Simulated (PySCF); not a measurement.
Harmonic spectrum computed at PBE0 in the def2-TZVP basis family (core potentials from Rb on, PySCF, no spin–orbit coupling):

```csv
symmetry,ω (cm⁻¹),IR (km/mol)
b1,249,37.4
a1,303,39.6
b2,305,17.5
a1,735,103
a1,986,27.9
b2,1112,88.0
```

Which molecule gave it? In each, all ligands are bound to the one heavy central atom.
A. SO₂F (doublet)
B. RuO₂F (doublet)
C. AsO₂F (singlet)
D. CoO₂F (quintet)
E. SbO₂F (singlet)

C. It has C2v symmetry with As–F 1.700 Å, As–O 1.594 Å (×2).
